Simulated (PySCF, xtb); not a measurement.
WO2F2, SMILES [O]=[W]([F])([F])=[O], multiplicity 1.

Harmonic wavenumbers (cm⁻¹) from GFN2-xTB in xtb at its own minimum, in rising order: 163, 175, 212, 218, 253, 434, 440, 826, 844.

### Question
What does B3LYP-D3(BJ)/def2-SVP (PySCF) give at its own minimum? (The exact figures need the calculation; the answer reports its results.)

### Answer
176, 217, 254, 257, 360, 711, 719, 1017, 1054. Paired by order, the mean absolute difference is 133 cm⁻¹ and the zero-point energies are 5.1 and 6.8 kcal/mol.
